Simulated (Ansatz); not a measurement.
Diatomic CdB, multiplicity 4 (an upper state: multiplicity 2 came lower at CCSD(T)/def2-TZVPP on PBE0 minima). No spin–orbit coupling.

The constants come from a fifth-degree fit in 1/R (seven points, main isotopes). In def2 and cc sets the state is the lowest found near the PBE0 minimum, followed along R.

Correlated levels freeze the inner cores; with def2 sets outer-core shells near the valence are correlated too.

Run with Ansatz (Gaussian orbitals). Each number belongs to the level named beside it. In def2 rows elements past Kr take small-core potentials, without spin–orbit coupling.

| level | r_e (Å) | ω_e (cm⁻¹) | ω_e x_e (cm⁻¹) | dipole (D) |
|---|---|---|---|---|
| PBE/def2-TZVPP | 2.079 | 540 | 3.2 | 3.07 |
| PBE0/def2-TZVPP | 2.083 | 541 | 3.1 | 3.37 |
| wB97X-V/def2-TZVPP | 2.095 | … | 2.9 | 3.51 |
| CCSD/def2-TZVPP | 2.101 | 522 | 3.1 | - |
| CCSD(T)/def2-TZVPP | … | … | 3.1 | - |

Q: What belongs in the gaps?

A: 
- CCSD(T)/def2-TZVPP, r_e (Å): 2.092
- CCSD(T)/def2-TZVPP, ω_e (cm⁻¹): 529
- wB97X-V/def2-TZVPP, ω_e (cm⁻¹): 523

Ansatz is a first-principles code.
